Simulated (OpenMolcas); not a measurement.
Re6+ (d1) among equal point charges was computed by CASSCF with the d shell active (OpenMolcas, ANO-RCC-VDZP on the metal). Its lowest spin-free states, and all those of the highest spin:

```json
{"2S+1": "2", "Degeneracy": "2", "E (cm-1)": "0.0"}
{"2S+1": "2", "Degeneracy": "1", "E (cm-1)": "17305"}
{"2S+1": "2", "Degeneracy": "2", "E (cm-1)": "21075"}
```

**Question.** Is the site octahedral, tetrahedral or cube-like, axial, or of lower symmetry?

**Answer.** The states with 2S+1 = 2 have orbital degeneracies 2, 1, 2. There are pairs but no triples, so the site is axial: not cubic, but with a proper or improper axis of order three or more. The run had Re6+ among 6 point charges of -1.7 e arranged as a trigonal prism (D3h), 1.92 Å from the ion, with a polar angle of 40.3° against the regular 49.1°.

An orbital doublet at a regular site is open to a Jahn-Teller distortion, which this geometry leaves out. This is an electrostatic model: the charges have no orbitals. No measured value stands beside these numbers.
